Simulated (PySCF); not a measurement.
Molecule: SMILES SC1=CC=CC=C1, C6H6S.

Cartesian coordinates in Å; atom numbers follow the order of the lines, from 1:
```xyz
13

S     2.852   -0.236    0.190
C     1.095   -0.089    0.084
C     0.336   -1.265    0.167
C    -1.052   -1.209    0.089
C    -1.704    0.014   -0.071
C    -0.950    1.183   -0.153
C     0.440    1.137   -0.077
H     3.126    1.079    0.071
H     0.838   -2.227    0.292
H    -1.630   -2.134    0.155
H    -2.793    0.054   -0.131
H    -1.447    2.148   -0.278
H     1.018    2.062   -0.143
```

Geometry PBE0-D3(BJ)/def2-SVP throughout; GIAO in PySCF, gas phase, one conformer, non-relativistic; equivalent atoms averaged; basis pcSseg-1.

Question: How do the shifts δ (against CS2, TMS at the same level) depend on the functional? (ppm; last column core-seconds on shared hosts with different chips, so compare them loosely; the GGAs took longer than the global hybrids here, which isn't the general rule, and the cause wasn't traced)

Answer: 
```tsv
functional	kind	S1	C2	C4/C6	C3/C7	C5	H10/H12	H9/H13	H11	H8	core-s
LDA	LDA	18.6	147.2	137.3	133.3	130.9	7.20	7.06	7.00	3.66	28
KT2	GGA	18.3	132.5	123.7	120.8	117.9	6.91	6.80	6.71	3.34	37
PBE0	global hybrid	-3.1	142.7	134.5	130.9	128.7	7.27	7.11	7.07	3.53	12
mPW1PW91	global hybrid	-1.9	142.9	134.6	131.0	128.8	7.26	7.09	7.05	3.50	25
WP04	global hybrid	23.2	145.5	134.0	131.0	128.7	6.94	6.77	6.77	3.04	26
CAM-B3LYP	range-separated hybrid	-0.5	147.3	138.3	134.3	132.5	7.25	7.09	7.06	3.39	35
wB97X-D	range-separated hybrid	-6.1	143.8	135.9	132.1	130.3	7.31	7.14	7.12	3.50	33
LC-wPBE	range-separated hybrid	-20.6	146.7	140.4	136.3	134.9	7.47	7.27	7.28	3.59	28
```

Question: Which nucleus moves most, in ppm?

Answer: S1 (thiol sulfur): from -20.6 ppm with LC-wPBE to 23.2 ppm with WP04. The smallest spread is 0.50 ppm, at H9/H13. Proton shifts span only some 12 ppm, so a few tenths of a ppm matter as much there as several ppm in carbon.
